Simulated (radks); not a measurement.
The antimony ion Sb2+, 49 electrons, occupied as [Kr] 4d10 5s2 5p1. Method: scalar-relativistic Kohn-Sham, PW91, spin-polarised, spherical densities, point nucleus; open shells are filled with parallel spins first (spin-orbit coupling, left out, can overturn this in heavy ions); computed with a radial shooting solver on a logarithmic mesh with Libxc functionals.

X-ray form factor f0, the Fourier transform of the density (f0(0) = 49):

| sin(theta)/lambda (1/angstrom) | f0 (electrons) |
|---|---|
| 0.05 | 48.322 |
| 0.1 | 46.481 |
| 0.15 | 43.921 |
| 0.2 | 41.081 |
| 0.25 | 38.244 |
| 0.3 | 35.547 |
| 0.4 | 30.736 |
| 0.5 | 26.771 |
| 0.6 | 23.648 |
| 0.8 | 19.422 |
| 1 | 16.674 |
| 1.25 | 13.857 |
| 1.5 | 11.318 |
| 2 | 7.629 |
